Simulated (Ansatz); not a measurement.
Job for Ansatz (a program for electronic structure): R-PBE0/def2-TZVPP on BH3Se2 (SMILES [SeH]B[SeH]), a point of a torsion scan.

Ansatz 0.2 input:
```yaml
crystal:
  periodic: [false, false, false]
  atoms:
    - {symbol: Se, position_ang: [-1.80259730, -0.06792592, -0.66050043]}
    - {symbol: B, position_ang: [-0.23366711, 0.69882870, 0.10238340]}
    - {symbol: Se, position_ang: [0.93060589, -0.28027951, 1.24581938]}
    - {symbol: H, position_ang: [-2.11006561, -1.03019081, 0.37413078]}
    - {symbol: H, position_ang: [0.10484401, 1.73716504, -0.31543210]}
    - {symbol: H, position_ang: [1.93278812, 0.73688342, 1.43129753]}
basis:
  gaussian:
    orbitals: def2-TZVPP
hamiltonian:
  xc: {name: PBE0}
scf: {lower_state_search: off}
```

Problem. What total energy does the run end on?

Solution. -4829.2000 hartree.
